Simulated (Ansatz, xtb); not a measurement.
## Two isomers of C6H6ClNS

We compare X, `SCc1ccnc(Cl)c1`, a singlet, with Y, `Nc1ccc(Cl)c(S)c1`, a singlet. Both are isolated molecules in the gas phase, relaxed with B3LYP-D3(BJ)/def2-SVP; the shapes shown needn't be the lowest conformers.

X (Å):

```yaml
atoms:
  - { symbol: C, position_ang: [-1.8377, -0.3790, -0.1446] }
  - { symbol: C, position_ang: [-0.8027, 0.6758, -0.4289] }
  - { symbol: C, position_ang: [-0.9645, 2.0015, 0.0090] }
  - { symbol: C, position_ang: [0.0273, 2.9314, -0.2855] }
  - { symbol: C, position_ang: [1.2777, 1.3919, -1.3892] }
  - { symbol: C, position_ang: [0.3511, 0.3655, -1.1507] }
  - { symbol: Cl, position_ang: [2.7262, 1.0036, -2.2981] }
  - { symbol: N, position_ang: [1.1360, 2.6325, -0.9771] }
  - { symbol: S, position_ang: [-3.4793, -0.0249, -0.8982] }
  - { symbol: H, position_ang: [-3.0376, 0.0507, -2.1752] }
  - { symbol: H, position_ang: [-1.4855, -1.3703, -0.4623] }
  - { symbol: H, position_ang: [-2.0478, -0.4320, 0.9349] }
  - { symbol: H, position_ang: [-1.8608, 2.2986, 0.5566] }
  - { symbol: H, position_ang: [-0.0699, 3.9704, 0.0471] }
  - { symbol: H, position_ang: [0.5395, -0.6430, -1.5215] }
```

Y (Å):

```yaml
atoms:
  - { symbol: C, position_ang: [-0.4676, 0.3429, 0.1727] }
  - { symbol: C, position_ang: [0.4711, 1.1350, 0.8645] }
  - { symbol: C, position_ang: [1.3493, 0.5485, 1.7681] }
  - { symbol: C, position_ang: [1.3218, -0.8274, 2.0089] }
  - { symbol: C, position_ang: [0.3951, -1.6416, 1.3309] }
  - { symbol: C, position_ang: [-0.4856, -1.0394, 0.4204] }
  - { symbol: Cl, position_ang: [2.4634, -1.4962, 3.1632] }
  - { symbol: N, position_ang: [-1.3814, 0.9191, -0.6935] }
  - { symbol: S, position_ang: [0.2558, -3.3964, 1.5408] }
  - { symbol: H, position_ang: [-1.8173, 0.3055, -1.3713] }
  - { symbol: H, position_ang: [-1.1387, 1.8274, -1.0702] }
  - { symbol: H, position_ang: [0.5064, 2.2136, 0.6943] }
  - { symbol: H, position_ang: [2.0766, 1.1613, 2.3030] }
  - { symbol: H, position_ang: [1.2498, -3.5106, 2.4484] }
  - { symbol: H, position_ang: [-1.2090, -1.6673, -0.1064] }
```

Quicker runs give these differences E(Y) − E(X): GFN2-xTB −1.9 kcal/mol; HF/STO-3G +0.4 kcal/mol (at GFN2-xTB geometries); r2SCAN-D4/def2-SVP −8.0 kcal/mol (at GFN2-xTB geometries).

Which of the two would you expect CCSD(T)/def2-SVP + ΔMP2/def2-TZVPP electronic energies to favour?

Structure Y; the calculation gives E(Y) − E(X) = −4.6 kcal/mol.

The same difference at several levels:

| level | geometry | E(Y) − E(X) (kcal/mol) | departure from the last row (kcal/mol) | job, with rough time for the two |
| --- | --- | --- | --- | --- |
| GFN2-xTB | GFN2-xTB | −1.9 | +2.8 | optimisation, 0.2 s |
| HF/STO-3G | GFN2-xTB | +0.4 | +5.0 | single point, 0.62 s |
| r2SCAN-D4/def2-SVP | GFN2-xTB | −8.0 | −3.3 | single point, 6.3 s |
| B3LYP-D3(BJ)/def2-SVP | B3LYP-D3(BJ)/def2-SVP | −5.7 | −1.1 | optimisation, 77 s |
| HF/def2-SVP | B3LYP-D3(BJ)/def2-SVP | −1.5 | +3.2 | part of the CCSD(T) run |
| MP2/def2-SVP | B3LYP-D3(BJ)/def2-SVP | −4.2 | +0.5 | part of the CCSD(T) run |
| CCSD(T)/def2-SVP | B3LYP-D3(BJ)/def2-SVP | −2.5 | +2.2 | single point |
| CCSD(T)/def2-SVP + ΔMP2/def2-TZVPP | B3LYP-D3(BJ)/def2-SVP | −4.6 |  | single point, 3 min |

As drawn, Y has 1 C–N, 2 C∷C, 2 N–H in place of 1 C–C, 2 C∷N, 2 C–H (∷ is an aromatic bond).

HF/STO-3G finds them nearly level. The largest departure from CCSD(T)/def2-SVP + ΔMP2/def2-TZVPP is that of HF/STO-3G, 5.0 kcal/mol. The last row adds to CCSD(T) the change of the MP2 difference between the two basis sets, here −2.2 kcal/mol.

With thermal terms from frequencies at re-optimised GFN2-xTB minima (ideal gas, soft modes damped towards free rotors, one conformer each, 298.15 K, 1 atm): the zero-point term adds +0.1 kcal/mol; ΔH is −4.5 and ΔG −4.1 kcal/mol.

The correlated steps freeze 17 core orbitals. Programs: Ansatz 0.2.0, xtb 6.7.1; the last row on 4 threads of Arm Neoverse V1 on a shared host.
